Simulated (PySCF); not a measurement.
**Correlation energy of Se (selenium, neutral)**

[Ar] 3d10 4s2 4p4, high-spin 3P determinant. Calculation: PySCF 2.14, in Sapporo-DKH3-DZP-2012 (6s5p3d1f, 43 functions); scalar relativity by spin-free X2C-1e. Frozen: [Ar] 3d10; 6 electrons correlated.

MP2 pair energies summed by pair of shells (mhartree):

```
 pair  energy  share (%)
4p-4p  -35.64       47.3
4s-4p  -33.28       44.2
4s-4s   -6.35        8.4
```

Total MP2 correlation energy: -75.27 mhartree.

Same-spin part -19.08 and opposite-spin part -56.19 mhartree; SCS-MP2 scales them by 1/3 and 6/5 to -73.79 mhartree.

```csv
level,correlation energy (mhartree)
CCSD,-90.93
(T),-1.31
CCSD(T),-92.24
```

Diagnostics: T1 = 0.0074, D1 = 0.0230, largest double amplitude 0.057.

Cost of the coupled-cluster step: 0.42 s of wall time on 1 thread of Neoverse-V1 (shared host), for 6 correlated electrons.
